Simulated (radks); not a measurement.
Values are calculated unless marked as measured or tabulated.
Valence configurations of Fe+ (all share [Ar]). Code: a radial shooting solver on a logarithmic mesh with Libxc functionals. Model: scalar-relativistic Kohn-Sham, BLYP, spin-polarised, spherical densities, point nucleus; open shells are filled with parallel spins first. Energies are relative to 3d6 4s1; eigenvalues in eV for spin up.

| valence | E (eV) | moment (Bohr magnetons) | e(3d) | e(4p) | e(4s) |
|---|---|---|---|---|---|
| 3d6 4s1 | 0.000 | 5 | -17.189 | - | -12.938 |
| 3d6.5 4s0.5 | 0.004 | 4 | -14.707 | - | -12.061 |
| 3d7 | 0.420 | 3 | -12.515 | - | - |
| 3d5.5 4s1.5 | 1.317 | 5 | -20.017 | - | -13.655 |
| 3d5.5 4s1 4p0.5 | 3.277 | 6 | -20.643 | -8.700 | -14.255 |
| 3d5 4s2 | 3.324 | 5 | -23.104 | - | -14.372 |
| 3d5 4s1 4p1 | 7.489 | 7 | -24.322 | -9.633 | -15.541 |
| 3d5.5 4p1.5 | 8.882 | 6 | -21.978 | -9.367 | - |
| 3d5 4p2 | 13.448 | 7 | -25.610 | -10.248 | - |
| 3d4 4s2 4p1 | 20.658 | 5 | -30.910 | -10.587 | -16.999 |

NIST lists [Ar] 3d6 4s1 as the ground configuration; this level of theory agrees among the configurations tried. The energies are those of spherical high-spin densities, not of single terms.
